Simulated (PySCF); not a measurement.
Atom-mapped SMILES (the numbers label the heavy atoms): `[CH3:1][SiH2:2][c:3]1[cH:4][cH:5][cH:6][cH:7][cH:8]1`. Hydrogens are named by the atom that carries them.

Fast rotation and ring inversion assumed for equivalent nuclei, non-relativistic, one conformer, no solvent model. Structure optimised with PBE0-D3(BJ)/def2-SVP; NMR shieldings at PBE0/pcSseg-1/GIAO; PySCF 2.14.

Referencing at the same level of theory: $^{13}$C (σ = 184.41 ppm) and $^{1}$H (σ = 31.27 ppm) and $^{29}$Si (σ = 351.99 ppm) vs TMS.

```csv
atoms,nucleus,count,δ (ppm)
C1,$^{13}$C,1,-8.1
H(C4)/H(C8),$^{1}$H,2,?
C5/C7,$^{13}$C,2,133.4
H(C6),$^{1}$H,1,?
Si2,$^{29}$Si,1,-41.1
C6,$^{13}$C,1,135.1
H(C5)/H(C7),$^{1}$H,2,7.46
H(Si2),$^{1}$H,2,?
C3,$^{13}$C,1,138.0
C4/C8,$^{13}$C,2,140.6
H(C1),$^{1}$H,3,0.51
```

Q: Fill in the missing shifts.

A: 
- H(C4)/H(C8): 7.64 ppm, hydrogen on an aromatic CH; the ring current deshields protons in the ring plane
- H(C6): 7.46 ppm, hydrogen on an aromatic CH; ring-current deshielding
- H(Si2): 4.71 ppm, hydrogen on a silicon bonded to 2 C

Shifts are as computed. Against solution values, carbons near 30 ppm lie about +2 ppm off and those near 130 ppm about +4 ppm. Of 246 compounds with measured shifts, 49 miss one by over three times the rms of a fit or turn the order of signals round; such compounds aren't used in these exercises.
